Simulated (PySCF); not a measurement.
benzene (C6H6), singlet, geometry from GFN2-xTB, with bond 11-5 at 1.3 times its length. Base run: PBE/6-31G (PySCF).

Geometry (Å):
```xyz
12

C     -0.0007     1.3845     0.0102
C      1.1987     0.6929     0.0051
C      1.1995    -0.6916    -0.0051
C      0.0007    -1.3845    -0.0102
C     -1.1987    -0.6929    -0.0051
C     -1.1995     0.6916     0.0051
H     -0.0013     2.4650     0.0182
H      2.1341     1.2336     0.0091
H      2.1354    -1.2314    -0.0091
H      0.0013    -2.4650    -0.0182
H     -2.4148    -1.3958    -0.0103
H     -2.1354     1.2314     0.0091
```
All else is at PySCF's defaults.
Base energy -231.85436 Eh.

Variants of this job, named by their change:

| change | ΔE vs base (mEh) | SCF cycles | outcome |
|---|---|---|---|
| base | 0.000 | 10 | converged |
| conv_tol = 1e-6 | 0.000 | 8 | converged |
| diis_space = 20 | 0.000 | 10 | converged |
| conv_tol = 1e-12 | 0.000 | 11 | converged |
| diis_space = 4 | 0.000 | 12 | converged |
| conv_tol_grad = 1e-3 | 0.000 | 9 | converged |
| diis_space = 12 | 0.000 | 10 | converged |
| init_guess = huckel | 0.000 | 12 | converged |
| init_guess = mod_huckel | 0.000 | 12 | converged |
| diis = off; damp = 0.3 (with mf.diis_start_cycle = 200; with mf.max_cycle = 150) | - | 150 | not converged |
| conv_tol = 1e-4 | 0.076 | 5 | converged |
| level_shift = 0.3 (with mf.max_cycle = 100) | 0.000 | 10 | converged |
| conv_tol = 1e-11 | 0.000 | 11 | converged |
